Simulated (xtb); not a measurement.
xtb job for C3H5BO2, SMILES OB1CC=CO1, GFN2-xTB. 

```
$ xtb mol.xyz --gfn 2 --sp --chrg 0 --uhf 0 --json
$ cat mol.xyz
11

O     -0.09612006     2.10630536     0.00000000
B     -0.00729615     0.76670072    -0.00000000
C      1.26297543    -0.22662736    -0.00000000
C      0.52759529    -1.53655852     0.00000000
C     -0.78173238    -1.31889963    -0.00000000
O     -1.15068357     0.00204489     0.00000000
H      0.72626988     2.59200070    -0.00000000
H      1.91070753    -0.14026718    -0.87480210
H      1.91070753    -0.14026717     0.87480210
H      1.00633341    -2.49689575    -0.00000000
H     -1.59613859    -2.02236316    -0.00000000
```

It prints:

```
[banner left out]
          |                Calculation Setup                |
           -------------------------------------------------



           -------------------------------------------------
          |                 G F N 2 - x T B                 |
           -------------------------------------------------

        Reference                      10.1021/acs.jctc.8b01176
      * Hamiltonian:
        H0-scaling (s, p, d)           1.850000    2.230000    2.230000
        zeta-weighting                 0.500000
      * Dispersion:
        s8                             2.700000
        a1                             0.520000
        a2                             5.000000
        s9                             5.000000
      * Repulsion:
        kExp                           1.500000    1.000000
        rExp                           1.000000
      * Coulomb:
        alpha                          2.000000
        third order                    shell-resolved
        anisotropic                    true
        a3                             3.000000
        a5                             4.000000
        cn-shift                       1.200000
        cn-exp                         4.000000
        max-rad                        5.000000


          ...................................................
          :                      SETUP                      :
          :.................................................:
          :  # basis functions                  29          :
          :  # atomic orbitals                  29          :
          :  # shells                           17          :
          :  # electrons                        32          :
          :  max. iterations                   250          :
          :  Hamiltonian                  GFN2-xTB          :
          :  restarted?                      false          :
          :  GBSA solvation                  false          :
          :  PC potential                    false          :
          :  electronic temp.          300.0000000     K    :
          :  accuracy                    1.0000000          :
          :  -> integral cutoff          0.2500000E+02      :
          :  -> integral neglect         0.1000000E-07      :
          :  -> SCF convergence          0.1000000E-05 Eh   :
          :  -> wf. convergence          0.1000000E-03 e    :
          :  Broyden damping             0.4000000          :
          :  net charge                          0          :
          :  unpaired electrons                  0          :
          ...................................................

 iter      E             dE          RMSdq      gap      omega  full diag
   1    -18.4107393 -0.184107E+02  0.712E+00    5.15       0.0  T
   2    -18.5607306 -0.149991E+00  0.478E+00    4.54       1.0  T
   3    -18.5684552 -0.772458E-02  0.236E+00    4.91       1.0  T
   4    -18.5831908 -0.147357E-01  0.989E-01    4.77       1.0  T
   5    -18.5910686 -0.787778E-02  0.313E-01    4.79       1.0  T
   6    -18.5910418  0.268015E-04  0.212E-01    4.83       1.0  T
   7    -18.5915492 -0.507384E-03  0.358E-02    4.81       1.0  T
   8    -18.5915507 -0.153000E-05  0.157E-02    4.81       1.9  T
   9    -18.5915526 -0.185167E-05  0.476E-03    4.81       6.3  T
  10    -18.5915527 -0.896986E-07  0.161E-03    4.81      18.7  T
  11    -18.5915527 -0.268687E-07  0.447E-04    4.81      67.5  T
  12    -18.5915527 -0.424311E-09  0.354E-04    4.81      85.1  T

   *** convergence criteria satisfied after 12 iterations ***

         #    Occupation            Energy/Eh            Energy/eV
      -------------------------------------------------------------
         1        2.0000           -0.6955948             -18.9281
       ...           ...                  ...                  ...
        10        2.0000           -0.5018702             -13.6566
        11        2.0000           -0.4830845             -13.1454
        12        2.0000           -0.4754929             -12.9388
        13        2.0000           -0.4588359             -12.4856
        14        2.0000           -0.4481552             -12.1949
        15        2.0000           -0.4120432             -11.2123
        16        2.0000           -0.3813263             -10.3764 (HOMO)
        17                         -0.2044460              -5.5633 (LUMO)
        18                         -0.1461894              -3.9780
        19                          0.0614528               1.6722
        20                          0.1020269               2.7763
        21                          0.1171025               3.1865
       ...                                ...                  ...
        29                          0.6530314              17.7699
      -------------------------------------------------------------
                  HL-Gap            0.1768803 Eh            4.8132 eV
             Fermi-level           -0.2928861 Eh           -7.9698 eV

 SCC (total)                   0 d,  0 h,  0 min,  0.012 sec
 SCC setup                      ...        0 min,  0.000 sec (  1.036%)
 Dispersion                     ...        0 min,  0.000 sec (  0.609%)
 classical contributions        ...        0 min,  0.000 sec (  0.197%)
 integral evaluation            ...        0 min,  0.002 sec ( 13.501%)
 iterations                     ...        0 min,  0.005 sec ( 45.491%)
 molecular gradient             ...        0 min,  0.004 sec ( 37.420%)
 printout                       ...        0 min,  0.000 sec (  1.578%)

         :::::::::::::::::::::::::::::::::::::::::::::::::::::
         ::                     SUMMARY                     ::
         :::::::::::::::::::::::::::::::::::::::::::::::::::::
         :: total energy             -18.390380220151 Eh    ::
         :: gradient norm              0.000303679977 Eh/a0 ::
         :: HOMO-LUMO gap              4.813157890110 eV    ::
         ::.................................................::
         :: SCC energy               -18.591548913600 Eh    ::
         :: -> isotropic ES            0.068031362407 Eh    ::
         :: -> anisotropic ES          0.002502765632 Eh    ::
         :: -> anisotropic XC          0.003290076701 Eh    ::
         :: -> dispersion             -0.005773081209 Eh    ::
         :: repulsion energy           0.201168693450 Eh    ::
         :: add. restraining           0.000000000000 Eh    ::
         :: total charge               0.000000000000 e     ::
         :::::::::::::::::::::::::::::::::::::::::::::::::::::

           -------------------------------------------------
          |                Property Printout                |
           -------------------------------------------------

    * Orbital Energies and Occupations

         #    Occupation            Energy/Eh            Energy/eV
      -------------------------------------------------------------
         1        2.0000           -0.6955948             -18.9281
       ...           ...                  ...                  ...
         4        2.0000           -0.6127096             -16.6727
         5        2.0000           -0.5860479             -15.9472
         6        2.0000           -0.5594954             -15.2246
         7        2.0000           -0.5447935             -14.8246
         8        2.0000           -0.5309941             -14.4491
         9        2.0000           -0.5232968             -14.2396
        10        2.0000           -0.5018702             -13.6566
        11        2.0000           -0.4830845             -13.1454
        12        2.0000           -0.4754929             -12.9388
        13        2.0000           -0.4588359             -12.4856
        14        2.0000           -0.4481552             -12.1949
        15        2.0000           -0.4120432             -11.2123
        16        2.0000           -0.3813263             -10.3764 (HOMO)
        17                         -0.2044460              -5.5633 (LUMO)
        18                         -0.1461894              -3.9780
        19                          0.0614528               1.6722
        20                          0.1020269               2.7763
        21                          0.1171025               3.1865
        22                          0.1603396               4.3631
        23                          0.1830284               4.9805
        24                          0.2279914               6.2040
        25                          0.2360043               6.4220
        26                          0.3429342               9.3317
        27                          0.4475972              12.1797
       ...                                ...                  ...
        29                          0.6530314              17.7699
      -------------------------------------------------------------
                  HL-Gap            0.1768803 Eh            4.8132 eV
             Fermi-level           -0.2928861 Eh           -7.9698 eV

     #   Z          covCN         q      C6AA      α(0)
     1   8 O        1.594    -0.446    21.806     6.302
     2   5 B        2.640     0.436    15.584     6.661
     3   6 C        3.765    -0.162    23.681     6.936
     4   6 C        2.924    -0.077    29.922     8.971
     5   6 C        2.940     0.076    26.306     8.412
     6   8 O        1.645    -0.313    19.236     5.920
     7   1 H        0.806     0.310     0.691     1.305
     8   1 H        0.924     0.045     2.386     2.416
     9   1 H        0.924     0.045     2.386     2.416
    10   1 H        0.926     0.039     2.465     2.455
    11   1 H        0.926     0.047     2.359     2.402

 Mol. C6AA /au·bohr⁶  :       1250.515467
 Mol. C8AA /au·bohr⁸  :      29776.470516
 Mol. α(0) /au        :         54.195471


Wiberg/Mayer (AO) data.
largest (>0.10) Wiberg bond orders for each atom

 ---------------------------------------------------------------------------
     #   Z sym  total        # sym  WBO       # sym  WBO       # sym  WBO
 ---------------------------------------------------------------------------
     1   8 O    2.193 --     2 B    1.208     7 H    0.885
     2   5 B    3.378 --     1 O    1.208     6 O    1.119     3 C    0.965
     3   6 C    3.973 --     4 C    1.031     2 B    0.965     8 H    0.950
                             9 H    0.950
     4   6 C    3.983 --     5 C    1.854     3 C    1.031    10 H    0.971
     5   6 C    3.926 --     4 C    1.854     6 O    1.042    11 H    0.964
     6   8 O    2.338 --     2 B    1.119     5 C    1.042
     7   1 H    0.904 --     1 O    0.885
     8   1 H    0.998 --     3 C    0.950
     9   1 H    0.998 --     3 C    0.950
    10   1 H    0.998 --     4 C    0.971
    11   1 H    0.998 --     5 C    0.964
 ---------------------------------------------------------------------------

Topologies differ in total number of bonds
Writing topology from bond orders to xtbtopo.mol

molecular dipole:
                 x           y           z       tot (Debye)
 q only:        0.862       0.092      -0.000
   full:        1.052       0.039       0.000       2.675
molecular quadrupole (traceless):
                xx          xy          yy          xz          yz          zz
 q only:       -1.446       4.763       2.514      -0.000       0.000      -1.068
  q+dip:        0.230       5.505       1.312      -0.000       0.000      -1.542
   full:       -1.155       5.966       1.695      -0.000       0.000      -0.540


           -------------------------------------------------
          | TOTAL ENERGY              -18.390380220151 Eh   |
          | GRADIENT NORM               0.000303679977 Eh/α |
          | HOMO-LUMO GAP               4.813157890110 eV   |
           -------------------------------------------------
Note: The following floating-point exceptions are signalling: IEEE_UNDERFLOW_FLAG IEEE_DENORMAL
normal termination of xtb

------------------------------------------------------------------------
------------------------------------------------------------------------
 total:
 SCF:
```

The run converged.

Cost: very roughly 0.05 core-seconds.
